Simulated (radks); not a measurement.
Results of a calculation; reference values are marked as such.
How relativity changes the ionisation of the germanium ion Ge25+ ([He] 2s2 2p3) to Ge26+ ([He] 2s2 2p2). Spin-unpolarised spherical Kohn-Sham, LDA (Slater exchange, Perdew-Wang correlation), point nucleus unless stated (finite: rms radius 4.0742 fm), a radial shooting solver on a logarithmic mesh with Libxc functionals. A level marked "c x" has the speed of light scaled by that factor and shares open shells by 2j + 1; other Dirac levels either fill j = l - 1/2 first or share by 2j + 1.

[
 {"level": "non-rel.", "E(Ge25+) (hartree)": "-1525.62112", "E(Ge26+) (hartree)": "-1431.26753", "IE (eV)": "2567.5", "HOMO": "2p", "<r> HOMO (bohr)": "0.1735"},
 {"level": "scalar-rel.", "E(Ge25+) (hartree)": "-1545.18136", "E(Ge26+) (hartree)": "-1450.25705", "IE (eV)": "2583.0", "HOMO": "2p", "<r> HOMO (bohr)": "0.1719"},
 {"level": "scalar-rel., finite nucleus", "E(Ge25+) (hartree)": "-1545.16863", "E(Ge26+) (hartree)": "-1450.24428", "IE (eV)": "2583.0", "HOMO": "2p", "<r> HOMO (bohr)": "0.1719"},
 {"level": "Dirac, 2j+1 shares", "E(Ge25+) (hartree)": "-1545.22900", "E(Ge26+) (hartree)": "-1450.28963", "IE (eV)": "2583.4", "HOMO": "2p3/2", "<r> HOMO (bohr)": "0.1729"},
 {"level": "Dirac, low j first", "E(Ge25+) (hartree)": "-1546.57380", "E(Ge26+) (hartree)": "-1452.14134", "IE (eV)": "2569.6", "HOMO": "2p3/2", "<r> HOMO (bohr)": "0.1729"},
 {"level": "Dirac, 2j+1 shares, finite nucleus", "E(Ge25+) (hartree)": "-1545.21627", "E(Ge26+) (hartree)": "-1450.27685", "IE (eV)": "2583.4", "HOMO": "2p3/2", "<r> HOMO (bohr)": "0.1729"},
 {"level": "Dirac, c x 1.5", "E(Ge25+) (hartree)": "-1534.20382", "E(Ge26+) (hartree)": "-1439.59298", "IE (eV)": "2574.5", "HOMO": "2p3/2", "<r> HOMO (bohr)": "0.1732"},
 {"level": "Dirac, c x 5", "E(Ge25+) (hartree)": "-1526.38521", "E(Ge26+) (hartree)": "-1432.00866", "IE (eV)": "2568.1", "HOMO": "2p3/2", "<r> HOMO (bohr)": "0.1735"},
 {"level": "Dirac, c x 10", "E(Ge25+) (hartree)": "-1525.81199", "E(Ge26+) (hartree)": "-1431.45266", "IE (eV)": "2567.6", "HOMO": "2p3/2", "<r> HOMO (bohr)": "0.1735"}
]

NIST Atomic Spectra Database: 2575 eV (semi-empirical). The relativistic part of the total energy of Ge25+ is -19.6 hartree (Dirac, 2j+1 shares, finite nucleus), 1.3 % of the non-relativistic value. Spin polarisation and multiplet splitting of open shells are left out at every level.

Beside tabulated values, note that spin-unpolarised runs miss the spin-polarisation part of the exchange energy of open shells.
